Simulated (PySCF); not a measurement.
C2H4N (SMILES CC#[NH+]), charge +1, singlet, at a GFN2-xTB geometry; PySCF with BP86/6-311G**.

The PySCF input:
```python
from pyscf import gto, scf, dft

mol = gto.Mole()
mol.atom = '''
    C     0.00334141    0.00125523   -1.23755640
    C    -0.00040118   -0.00015071    0.14858327
    N    -0.00350170   -0.00131545    1.29692576
    H     0.00839961    1.03012222   -1.61351707
    H     0.89303023   -0.51610608   -1.61269688
    H    -0.88835179   -0.50910325   -1.61749951
    H    -0.00620750   -0.00233191    2.29907192
'''
mol.basis = '6-311g**'
mol.charge = 1
mol.verbose = 5
mol.build()

mf = dft.RKS(mol)
mf.xc = 'bp86'
mf.kernel()
```

It wrote (shortened):

```
PySCF version 2.14.0

[INPUT] verbose = 5
[INPUT] max_memory = 4000
[INPUT] num. atoms = 7
[INPUT] num. electrons = 22
[INPUT] charge = 1
[INPUT] spin (= nelec alpha-beta = 2S) = 0
[INPUT] symmetry False subgroup None
[INPUT] Mole.unit = angstrom
[INPUT] Symbol           X                Y                Z      unit          X                Y                Z       unit  Magmom
[...]
[INPUT] ---------------- BASIS SET ----------------
[INPUT] l, kappa, [nprim/nctr], expnt,             c_1 c_2 ...
[INPUT] H
[...]
                                5.09479           0.190373
                                1.15879           0.852161
[...]
[INPUT] C
[...]
                                682.024           0.0152306
                                154.973           0.0761269
                                44.4553           0.260801
                                13.029            0.616462
                                1.82773           0.221006
[...]
                                4.80331           0.919999
                                1.45933           -0.00303068
[...]
                                4.80331           0.237594
                                1.45933           0.815854
[...]
[INPUT] N
[...]
                                949.044           0.0149613
                                218.776           0.0735006
                                63.6916           0.248937
                                18.8282           0.60246
                                2.72023           0.256202
[...]
                                7.02614           0.921666
                                2.11205           -0.00256919
[...]
                                7.02614           0.237403
                                2.11205           0.817592
[...]
nuclear repulsion = 66.1816807619696
number of shells = 40
number of NR pGTOs = 125
number of NR cGTOs = 78
basis = 6-311g**
ecp = {}

******** <class 'pyscf.dft.rks.RKS'> ********
method = RKS
initial guess = minao
damping factor = 0
level_shift factor = 0
DIIS = <class 'pyscf.scf.diis.CDIIS'>
diis_start_cycle = 1
diis_space = 8
diis_damp = 0
SCF conv_tol = 1e-09
SCF conv_tol_grad = None
SCF max_cycles = 50
direct_scf = True
direct_scf_tol = 1e-13
XC library pyscf.dft.libxc version 7.1.2
    S. Lehtola, C. Steigemann, M. J. T. Oliveira, and M. A. L. Marques,  SoftwareX 7, 1–5 (2018)
XC functionals = bp86
    A. D. Becke,  Phys. Rev. A 38, 3098 (1988)
    J. P. Perdew,  Phys. Rev. B 33, 8822 (1986)
[...]
  8.90804727e-01  8.99465593e-01  8.99465659e-01  1.08798536e+00
  1.08798636e+00  1.14307688e+00  1.17951727e+00  1.17951767e+00
  1.29829712e+00  1.29829854e+00  1.40000450e+00  1.56635554e+00
  1.56635576e+00  1.62026011e+00  1.67331063e+00  1.67331077e+00
  1.72888129e+00  1.91595380e+00  1.91595437e+00  1.97722546e+00
  2.13514255e+00  2.13514359e+00  2.17874272e+00  2.17874385e+00
  2.25111975e+00  2.39223069e+00  2.39223201e+00  2.39706761e+00
  2.57188750e+00  2.62392963e+00  2.62393009e+00  2.76448861e+00
  3.41370728e+00  3.41873430e+00  3.41873445e+00  3.55419167e+00
  3.55419215e+00  3.57620831e+00  4.49116183e+00  2.33471895e+01
  2.39573256e+01  3.52428080e+01]
nelec by numeric integration = 21.999999850246958
E1 = -303.10799328469557  E2 = 103.82988741897512  Ecoul = 122.78209803441666  Exc = -18.952210615441544
cycle= 9 E= -133.096425103751  delta_E= -6.1e-10  |g|= 3.21e-06  |ddm|= 3.85e-05
[...]
  mo_energy =
[-1.43170331e+01 -1.02628380e+01 -1.01598025e+01 -1.15740525e+00
 -9.69179388e-01 -8.58094250e-01 -7.00175737e-01 -6.65007109e-01
 -6.65006731e-01 -5.83465378e-01 -5.83465084e-01 -2.95147190e-01
 -2.95147116e-01 -1.82927720e-01 -1.51523989e-01 -8.92672088e-02
 -8.92664222e-02 -5.71009105e-02 -3.37762549e-02  5.03032607e-02
  7.99491777e-02  7.99499275e-02  1.77141786e-01  1.77143390e-01
  2.58873006e-01  3.11077390e-01  3.11078077e-01  3.15828923e-01
  3.77133240e-01  3.77133997e-01  4.24118661e-01  5.85200796e-01
  6.67725145e-01  6.87707213e-01  6.87707354e-01  7.18296413e-01
  8.90805046e-01  8.99466747e-01  8.99466813e-01  1.08798562e+00
  1.08798662e+00  1.14307743e+00  1.17951799e+00  1.17951839e+00
  1.29829751e+00  1.29829893e+00  1.40000524e+00  1.56635615e+00
  1.56635637e+00  1.62026023e+00  1.67331068e+00  1.67331082e+00
  1.72888141e+00  1.91595453e+00  1.91595510e+00  1.97722616e+00
  2.13514327e+00  2.13514432e+00  2.17874350e+00  2.17874463e+00
  2.25111963e+00  2.39223209e+00  2.39223341e+00  2.39706843e+00
  2.57188816e+00  2.62392987e+00  2.62393034e+00  2.76448961e+00
  3.41370764e+00  3.41873458e+00  3.41873473e+00  3.55419223e+00
  3.55419271e+00  3.57620928e+00  4.49116179e+00  2.33471909e+01
  2.39573275e+01  3.52428075e+01]
nelec by numeric integration = 21.999999850235803
E1 = -303.1079809679794  E2 = 103.82987510227704  Ecoul = 122.78208572096119  Exc = -18.952210618684145
Extra cycle  E= -133.096425103733  delta_E= 1.81e-11  |g|= 9.53e-06  |ddm|= 6.28e-06
converged SCF energy = -133.096425103733
```
